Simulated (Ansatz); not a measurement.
System: SiP$_{2}$H$_{6}$, charge 0, singlet. SiP2H6 (phosphanylsilylphosphane, SMILES P[SiH2]P).
B3LYP-D3(BJ)/def2-TZVP minimum from Ansatz (a first-principles code):
```xyz
9

Si    -0.1033    -0.7942     0.1794
P      1.6771    -0.1102    -1.0472
P     -1.5932     0.7554     0.9014
H      0.4268    -1.4892     1.3777
H     -0.8517    -1.7786    -0.6394
H      0.9011     0.7090    -1.9077
H      2.0016     0.9582    -0.1714
H     -0.5949     1.6455     1.3757
H     -1.6954     1.3963    -0.3606
```
Charge 0, spin multiplicity 1.

Quantity: atomisation energy (electronic, to ground-state atoms), in kJ/mol. Radicals and triplets start from unrestricted determinants; spin-orbit coupling is neglected. CBS(X,Y): correlation extrapolated as X^-3, Hartree-Fock from the larger set. A bracket is a step between two methods taken in the basis named. The functionals are non-relativistic, so their misses hold any scalar relativity. Double hybrids freeze cores in their MP2 part. 'core' is core correlation in cc-pwCVTZ (1s frozen past Ne), 'X2C' scalar relativity in cc-pVTZ-DK, both at CCSD(T). Where a partner has so few electrons that a lower coupled-cluster level is exact, that level stands in.

CCSD(T)/CBS(cc-pV(T+d)Z,cc-pV(Q+d)Z) + [CCSDT(Q) - CCSD(T)]/cc-pV(D+d)Z + core + X2C (Ansatz) gives 2476.9 kJ/mol.

**Question.** What does PBE/def2-TZVPD (Ansatz) give here, and how do the other levels compare?

**Answer.** PBE gives 2450.2 kJ/mol, 26.7 kJ/mol below it. Differences of the others: r2SCAN/def2-TZVPD (Ansatz) -11.7; B3LYP/def2-TZVPD (Ansatz) -17.7; PBE0/def2-TZVPD (Ansatz) -41.6; wB97M-V/def2-TZVPD (Ansatz) 21.0; B2PLYP/def2-TZVPD (Ansatz) -56.7; CCSD(T)/CBS(cc-pV(T+d)Z,cc-pV(Q+d)Z) + core + X2C (Ansatz) -3.1 kJ/mol. Nearer than PBE: r2SCAN/def2-TZVPD, B3LYP/def2-TZVPD, wB97M-V/def2-TZVPD, CCSD(T)/CBS(cc-pV(T+d)Z,cc-pV(Q+d)Z) + core + X2C.
